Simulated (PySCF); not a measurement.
**Identify the compound**

Molecular formula: C$_{6}$H$_{12}$O$_{3}$Si. Simulated spectra:

1H NMR (500 MHz, computed): δ 5.29 (m, 1H), 5.03 (s, 3H), 4.46 (q, 1H), 1.36 (d, 3H), 0.96 (m, 1H), 0.82 (m, 1H), 0.75 (m, 1H), 0.73 (m, 1H).

13C{1H} NMR (computed): δ 185.3, 70.8, 51.1, 23.5, 7.8, 7.0.

PySCF 2.14 calculation with coordinates at the GFN2-xTB level and σ from GIAO-PBE0/pcSseg-1; one computed conformer, isolated molecule, non-relativistic Hamiltonian, rapidly exchanging positions averaged.

Scale: 1H, 13C vs TMS (reference shieldings calculated alike).

**Question.** Propose a structure and justify it.

**Answer.** 
The formula gives 2 degrees of unsaturation (1 ring in the answer). 6 carbon signals for 6 carbons: no two carbons are equivalent. Carbon types of the structure: 1 × C, 2 × CH, 2 × CH2, 1 × CH3, leaving 3 H on heteroatoms. δC 185.3: ester carbonyl carbon; it is a carbonyl in resonance with an O or N lone pair, the region of acids, esters and amides. δC 70.8: sp3 CH bonded to O, α to a carbonyl; deshielded by the electronegative neighbour. δC 51.1, 7.8, 7.0: three-membered-ring carbon. δC 23.5: methyl carbon; a saturated carbon with 1 carbon neighbour and no heteroatom attached. δH 5.29, 0.96, 0.82, 0.75, 0.73: hydrogen on a three-membered-ring carbon. δH 4.46: hydrogen on an sp3 CH bonded to O, α to a carbonyl; its carbon carries O, hence the downfield position. δH 1.36: hydrogen on a methyl carbon.

The compound is SMILES C[C@H](O[SiH3])C(=O)OC1CC1.

The data come from this structure; uniqueness wasn't tested.

Shifts are as computed. Against solution values, carbons near 30 ppm lie about +3 ppm off and those near 130 ppm about +5 ppm. Of 1211 compounds with measured shifts, 218 miss one by over three times the rms of a fit or turn the order of signals round; such compounds aren't used in these exercises. No couplings were computed; multiplicities are counted from neighbouring protons, with m where these are inequivalent, close in shift, in a saturated or five-membered ring or joined by F or P, and br s for small geminal =CH2 splittings.
